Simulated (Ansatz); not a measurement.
Start from `[OH][InH][SH]` and change one element to get `OBS`.

Ansatz, PBE0-D4/def2-TZVP geometries, multiplicity 1. Each molecule was computed in one conformer, which needn't be the lowest.

Elements past krypton have def2 core potentials.

```
                                          property  `[OH][InH][SH]`
               HOMO energy (B3LYP/def2-TZVPP) / eV            -7.25
                 LUMO energy (PBE/def2-TZVPP) / eV            -1.91
size of the dipole moment (ωB97M-V/def2-TZVPP) / D             2.25
                 HOMO energy (PBE/def2-TZVPP) / eV            -6.28
           HOMO–LUMO gap (ωB97M-V/def2-TZVPP) / eV             9.92
              HOMO–LUMO gap (PBE0/def2-TZVPP) / eV             6.27
```

Task: Give the same properties after the change, and the shifts. (Estimate.)

Result: Computed: 
| property | `OBS` | shift |
| --- | --- | --- |
| HOMO energy (B3LYP/def2-TZVPP) / eV | -7.64 | -0.39 |
| LUMO energy (PBE/def2-TZVPP) / eV | -1.02 | 0.89 |
| size of the dipole moment (ωB97M-V/def2-TZVPP) / D | 0.73 | -1.52 |
| HOMO energy (PBE/def2-TZVPP) / eV | -6.67 | -0.39 |
| HOMO–LUMO gap (ωB97M-V/def2-TZVPP) / eV | 11.90 | 1.98 |
| HOMO–LUMO gap (PBE0/def2-TZVPP) / eV | 7.85 | 1.58 |

With PBE0 the HOMO falls by 0.40 eV and the LUMO rises by 1.18 eV, so the gap widens by about 1.58 eV. PBE moves the HOMO by -0.39 eV and ωB97M-V by -0.40 eV. Dipoles are sizes alone; their direction can turn.

B3LYP here is the variant with VWN-RPA as its local correlation; programs differ in this.
